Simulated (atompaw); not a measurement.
Logarithmic derivatives: carbon, PAW (atompaw)

carbon, PAW, made with atompaw 4.2.0.5 (PBE, scalar-relativistic). Core [He], reference 2s2 2p1 (charge +1). Waves: 2s (bound): rc 2.00 bohr; 2s channel at -1.4 Ry: rc 2.00 bohr; 2p (bound): rc 2.00 bohr; 2p channel at 0.05 Ry: rc 2.00 bohr; 3d channel at 0.15 Ry: rc 2.00 bohr; 3d channel at 1.2 Ry: rc 2.00 bohr. Local part: troulliermartins scheme with l = 3 at 0.5 Ry, radius 1.90 bohr. Core correction: smooth core density matched at 1.55 bohr. Augmentation charge: sinc compensation charge, radius 1.80 bohr; PAW radius 2.00 bohr; waves and projectors: custom rrkj gramschmidtortho.

The phase is arctan(r·u′/u) with u = r·R(r), unwrapped; energies in Ry, scanned from -4 to 5 Ry. A pole is an energy at which the radial function vanishes at the test radius. The pseudo phase is shifted by a multiple of π to meet the all-electron one at the reference energy, and phase errors are pseudo minus all-electron; the curves can meet again beyond the range given. Levels narrower than the energy grid can be missing from the lists of poles.

Task: For each channel, where are the poles, and over which energies does the pseudopotential scatter like the atom?

Result:

| channel | radius (bohr) | reference energy (Ry) | poles, all-electron | poles, pseudo | unbroken range about the reference energy with phases within 0.05 rad | phase error 1 Ry above the reference energy (rad) |
| --- | --- | --- | --- | --- | --- | --- |
| s | 2.00 | -1.89 | -0.87 | -0.87 | below 2.2 | -0.000 |
| p | 2.00 | -1.25 | -0.36 | -0.36 | the whole range | -0.000 |
| d | 2.00 | 0.15 | 4.41 | 4.45 | the whole range | -0.000 |

Phases in the p channel:

| E (Ry) | all-electron | pseudo |
| --- | --- | --- |
| -4.00 | 1.258 | 1.258 |
| -3.76 | 1.241 | 1.241 |
| -3.52 | 1.220 | 1.220 |
| -3.28 | 1.195 | 1.195 |
| -3.04 | 1.163 | 1.163 |
| -2.80 | 1.121 | 1.121 |
| -2.56 | 1.064 | 1.064 |
| -2.32 | 0.979 | 0.979 |
| -2.08 | 0.841 | 0.841 |
| -1.84 | 0.588 | 0.588 |
| -1.60 | 0.086 | 0.086 |
| -1.36 | -0.620 | -0.620 |
| -1.12 | -1.094 | -1.094 |
| -0.88 | -1.335 | -1.335 |
| -0.64 | -1.470 | -1.470 |
| -0.40 | -1.558 | -1.558 |
| -0.16 | -1.622 | -1.622 |
| 0.08 | -1.674 | -1.674 |
| 0.32 | -1.718 | -1.718 |
| 0.56 | -1.760 | -1.760 |
| 0.80 | -1.801 | -1.801 |
| 1.04 | -1.845 | -1.845 |
| 1.28 | -1.893 | -1.893 |
| 1.52 | -1.949 | -1.949 |
| 1.76 | -2.018 | -2.018 |
| 2.00 | -2.106 | -2.107 |
| 2.24 | -2.226 | -2.228 |
| 2.48 | -2.396 | -2.399 |
| 2.72 | -2.641 | -2.647 |
| 2.96 | -2.981 | -2.989 |
| 3.20 | -3.373 | -3.382 |
| 3.44 | -3.720 | -3.727 |
| 3.68 | -3.972 | -3.977 |
| 3.92 | -4.145 | -4.149 |
| 4.16 | -4.265 | -4.268 |
| 4.40 | -4.352 | -4.353 |
| 4.64 | -4.417 | -4.418 |
| 4.88 | -4.468 | -4.468 |
